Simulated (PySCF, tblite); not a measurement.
Species: C₅H₁₀O₂SSi.
Z-matrix (Å and degrees, GFN2-xTB geometry), rows numbered from 1:
```
Si
O   1  1.6631
C   2  1.3048  1  125.10
S   3  1.6252  2  122.37  1   179.05
O   3  1.3300  2  112.88  1    -0.83
C   5  1.4279  3  118.34  2   179.43
C   6  1.5044  5  108.32  3   179.51
C   7  1.5003  6  119.39  5    82.57
C   8  1.4964  7   60.04  6   108.57
H   1  1.4590  2  108.78  3    60.94
H   1  1.4530  2   97.57  3  -179.70
H   1  1.4590  2  108.74  3   -60.33
H   6  1.0960  5  108.85  3   -59.36
H   6  1.0975  5  108.67  3    58.09
H   7  1.0822  6  113.31  5   -62.41
H   8  1.0788  7  118.25  9   108.54
H   8  1.0790  7  117.93  9  -108.12
H   9  1.0788  7  118.13  8  -108.62
H   9  1.0791  7  117.86  8   108.35
```

Method used: PBE0/pcSseg-1 in PySCF (dipole) on a GFN2-xTB geometry, gas phase.

Masses are those of the commonest isotopes; rigid-rotor values at the optimised geometry. The values belong to one conformer with, in the numbering `[SiH3:1][O:2][C:3](=[S:4])[O:5][CH2:6][CH:7]1[CH2:8][CH2:9]1`, Si1–O2–C3–S4 179°, O2–C3–O5–C6 179°, C3–O5–C6–C7 180°, O5–C6–C7–C8 83°.

Task: Give the principal moments of inertia and the rotational constants in GHz.

Result: Ia = 320.91, Ib = 721.58, Ic = 1000.63 u·Å²; 505379 MHz·u·Å²/I gives 1575, 700.4 and 505.1 MHz, that is A = 1.5748, B = 0.7004, C = 0.5051 GHz.

Task: What kind of rotor is it?

Result: An asymmetric top. Ray's parameter κ = (2B − A − C)/(A − C) = -0.635; −1 is the prolate and +1 the oblate limit.

Task: What does the inertial defect say?

Result: Not planar: Δ = Ic − Ia − Ib = -41.87 u·Å². For a rigid frame Δ = −2 Σ m c², so Σ m c² = 20.93 u·Å² lies off the ab plane: 10.33 from hydrogen and 10.60 from heavier atoms. The atom farthest from that plane is 1.66 Å away.

Task: Give the other two planar moments, Paa and Pbb, and the rms extents of the mass along the axes.

Result: Paa = Σ m a² = (Ib + Ic − Ia)/2 = 700.65 and Pbb = Σ m b² = (Ia + Ic − Ib)/2 = 299.98 u·Å². With the mass M = 162.02 u, the rms extents √(P/M) along a, b and c are 2.08, 1.36, 0.36 Å.

Task: Give the coordinates in the principal-axis frame, origin at the centre of mass.

Result: The sense of each axis is arbitrary; atoms in the order of the calculation.
| atom | mass (u) | a (Å) | b (Å) | c (Å) |
| --- | --- | --- | --- | --- |
| Si1 | 27.977 | -2.055 | 1.900 | -0.022 |
| O2 | 15.995 | -2.098 | 0.241 | 0.075 |
| C3 | 12.000 | -1.057 | -0.543 | -0.002 |
| S4 | 31.972 | -1.174 | -2.159 | 0.124 |
| O5 | 15.995 | 0.079 | 0.123 | -0.189 |
| C6 | 12.000 | 1.294 | -0.621 | -0.279 |
| C7 | 12.000 | 2.425 | 0.345 | -0.500 |
| C8 | 12.000 | 3.029 | 1.054 | 0.677 |
| C9 | 12.000 | 3.800 | -0.020 | -0.026 |
| H10 | 1.008 | -1.516 | 2.281 | -1.323 |
| H11 | 1.008 | -3.479 | 2.138 | 0.138 |
| H12 | 1.008 | -1.225 | 2.412 | 1.064 |
| H13 | 1.008 | 1.431 | -1.188 | 0.649 |
| H14 | 1.008 | 1.207 | -1.338 | -1.105 |
| H15 | 1.008 | 2.341 | 0.899 | -1.426 |
| H16 | 1.008 | 3.340 | 2.079 | 0.551 |
| H17 | 1.008 | 2.631 | 0.837 | 1.656 |
| H18 | 1.008 | 4.641 | 0.264 | -0.638 |
| H19 | 1.008 | 3.926 | -0.969 | 0.473 |

Task: Where do the levels up to J = 3 lie, in cm⁻¹?

Result: Above 0(0,0):
J = 1: 1(0,1) 0.0402, 1(1,1) 0.0694, 1(1,0) 0.0759
J = 2: 2(0,2) 0.1197, 2(1,2) 0.1433, 2(1,1) 0.1628, 2(2,1) 0.2503, 2(2,0) 0.2513
J = 3: 3(0,3) 0.2365, 3(1,3) 0.2536, 3(1,2) 0.2926, 3(2,2) 0.3710, 3(2,1) 0.3757, 3(3,1) 0.5337, 3(3,0) 0.5337
Those of J = 1 are B + C, A + C and A + B.

Task: Which types of transition are allowed, and where do some lines up to J = 2 fall?

Result: The dipole components are |μa| = 2.52 D, |μb| = 3.43 D, |μc| = 0.44 D. The squared components, which scale the intensities, stand as 0.54 : 1.00 : 0.02 (a : b : c). Some lines, for components of 0.1 D or more:

```tsv
type	branch	J(Ka,Kc)	MHz	lower level (cm⁻¹)
a	Q	2(1,1) ← 2(1,2)	586	0.143
c	Q	2(1,2) ← 2(0,2)	708	0.120
c	Q	1(1,1) ← 1(0,1)	874	0.040
b	Q	1(1,0) ← 1(0,1)	1070	0.040
a	R	1(0,1) ← 0(0,0)	1205	0.000
b	Q	2(1,1) ← 2(0,2)	1294	0.120
b	R	2(0,2) ← 1(1,1)	1507	0.069
b	R	1(1,1) ← 0(0,0)	2080	0.000
a	R	2(1,2) ← 1(1,1)	2216	0.069
c	R	1(1,0) ← 0(0,0)	2275	0.000
a	R	2(0,2) ← 1(0,1)	2382	0.040
a	R	2(1,1) ← 1(1,0)	2606	0.076
b	Q	2(2,0) ← 2(1,1)	2653	0.163
b	R	2(1,2) ← 1(0,1)	3090	0.040
b	Q	2(2,1) ← 2(1,2)	3209	0.143
c	R	2(1,1) ← 1(0,1)	3676	0.040
b	R	2(2,1) ← 1(1,0)	5230	0.076
c	R	2(2,0) ← 1(1,0)	5259	0.076
c	R	2(2,1) ← 1(1,1)	5425	0.069
b	R	2(2,0) ← 1(1,1)	5454	0.069
```

Task: Estimate the classical rotational partition function at 25 K, 100 K and 500 K.

Result: Point group C1, symmetry number σ = 1; q = (√π/σ)·√((kT/h)³/(ABC)), k/h = 20836.6 MHz/K: 28200 at 25 K, 226000 at 100 K, 2530000 at 500 K.

Its GFN2-xTB frequencies are all real (lowest 30 cm⁻¹). These are rigid-rotor constants of the computed structure; measured ground-state constants (B0) also hold zero-point vibration. A rigid rotor knows nothing of internal rotation, which can split or shift real lines.
